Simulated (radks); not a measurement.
F4+, 5 electrons, occupied as [He] 2s2 2p1. All-electron calculation, scalar-relativistic Kohn-Sham, LDA (Slater exchange, Perdew-Wang correlation), spin-polarised, spherical densities, finite nucleus; open shells are filled with parallel spins first; Fermi nuclear charge, rms radius 2.8976 fm. Program: a radial shooting solver on a logarithmic mesh with Libxc functionals.

Unscreened Slater integrals over Kohn-Sham orbitals (cm^-1). They are taken over the spin-up orbitals. Empty in this configuration: 3s.

| integral | value |
|---|---|
| F0(2p,2p) | 261170 |
| F2(2p,2p) | 123050 |
| F0(2p,2s) | 246600 |
| G1(2p,2s) | 146780 |
| F0(2p,1s) | 360220 |
| G1(2p,1s) | 52636 |
| F0(2p,3s) | 117610 |
| G1(2p,3s) | 11790 |
| F0(2s,2s) | 236940 |
| F0(2s,1s) | 332730 |
| G0(2s,1s) | 29100 |
| F0(2s,3s) | 116020 |
| G0(2s,3s) | 9270.5 |
| F0(1s,1s) | 1169200 |
| F0(1s,3s) | 133630 |
| G0(1s,3s) | 5701.5 |
| F0(3s,3s) | 89838 |

Derived for the open shells (J is the average intra-shell exchange parameter used in DFT+U). 2p: J = F2/5 = 24610 cm^-1.
